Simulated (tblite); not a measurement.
**Question.** Give a GFN2-xTB geometry of `C#Cc1ccc(OC)c(C)c1`.

**Answer.** 
```xyz
21
C10H10O angstrom
C      4.5084   -0.4162    0.2249
C      3.3100   -0.3541    0.1848
C      1.8976   -0.2823    0.1387
C      1.1347   -1.4353   -0.0073
C     -0.2456   -1.3585   -0.0527
C     -0.8835   -0.1288    0.0484
O     -2.2372    0.0460    0.0153
C     -3.0576   -1.0853   -0.1299
C     -0.1241    1.0450    0.1966
C     -0.8306    2.3603    0.3037
C      1.2514    0.9520    0.2393
H      5.5554   -0.4698    0.2603
H      1.6229   -2.3953   -0.0861
H     -0.8147   -2.2678   -0.1671
H     -2.8660   -1.6046   -1.0751
H     -4.0802   -0.7104   -0.1281
H     -2.9304   -1.7863    0.7020
H     -1.4389    2.5296   -0.5835
H     -0.1205    3.1759    0.4120
H     -1.5034    2.3541    1.1601
H      1.8436    1.8487    0.3535
```

Any rigid rotation of these coordinates is as good. Atoms count from 1 in this order. O7 (aryl ether oxygen) is bent (angle 118.6°). Of the pairs four or more bonds apart, C8···H14 is among the closest relative to their van der Waals radii: 2.54 Å, 87 % of the sum of Bondi's values. The 2 C–O bonds span 1.365 Å (C6–O7, drawn single) to 1.405 Å (O7–C8, drawn single), a spread of 0.040 Å. The 6-membered ring C3–C4–C5–C6–C9–C11 has internal angles of 119.1° to 121.2° (sum 720°, against 720° for a flat polygon); it is planar, 0.00 Å rms from its mean plane, widest ring torsion 0°.

Bonds between heavy atoms (Å): C1≡C2 1.201, C2–C3 1.415, C3–C4 1.390, C4–C5 1.383, C5–C6 1.389, C6–O7 1.365, O7–C8 1.405, C6–C9 1.406, C9–C10 1.497, C9–C11 1.379, C3–C11 1.397.

Computed geometry: GFN2-xTB, gas phase.

Point group: Cs (tolerance 0.08 Å). Its GFN2-xTB frequencies are all real (lowest 69 cm⁻¹). One conformer, not necessarily the lowest (C5–C6–O7–C8 0°).

On an Arm Neoverse N1 with one thread, shared host with 64 logical CPUs at a one-minute load of 49, this took 0.41 s wall. These figures are those of the optimisation.
